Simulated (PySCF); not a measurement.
## Computed vibrations of [Tl(SH)2]+

[Tl(SH)2]+ (singlet). PySCF 2.14.0, RKS PBE, Tl def2-SVP with ECP60, S def2-SVP, H def2-SVP; non-relativistic Hamiltonian with scalar-relativistic core potentials where named; density fitting; no spin-orbit coupling. Central differences of gradients.

```xyz
5

Tl    0.0000    0.0000    0.0000
S     0.0000   -0.1136    2.4211
H     0.0000    1.2548    2.5156
S     0.0000    0.1136   -2.4211
H     0.0000   -1.2548   -2.5156
```

Run from Python with OMP_NUM_THREADS=2. Where DIIS fails, smearing, a level shift and second-order steps follow.
It took 23 s on 2 threads of AMD EPYC 7B13 (Zen 3), with other jobs on the host.

What are the harmonic wavenumbers and infrared intensities?

Modes are labelled in C2h; negative numbers are unstable modes, those under 60 cm⁻¹ near the noise; a finer grid moves soft modes by up to 10 cm⁻¹.
```json
{"cm⁻¹": "-170", "km/mol": "–", "symmetry": "au"}
{"cm⁻¹": "75", "km/mol": "0.1", "symmetry": "au"}
{"cm⁻¹": "78", "km/mol": "1.5", "symmetry": "bu"}
{"cm⁻¹": "284", "km/mol": "0.0", "symmetry": "ag"}
{"cm⁻¹": "360", "km/mol": "7.3", "symmetry": "bu"}
{"cm⁻¹": "682", "km/mol": "0.0", "symmetry": "ag"}
{"cm⁻¹": "725", "km/mol": "18.6", "symmetry": "bu"}
{"cm⁻¹": "2569", "km/mol": "68.5", "symmetry": "bu"}
{"cm⁻¹": "2570", "km/mol": "0.0", "symmetry": "ag"}
```

Is this a minimum?

No: 1 unstable; the lowest moves the atoms so:
```
Tl   0.00  0.00  0.00
S   -0.02  0.00  0.00
H    0.71  0.00  0.00
S   -0.02  0.00  0.00
H    0.71  0.00  0.00
```
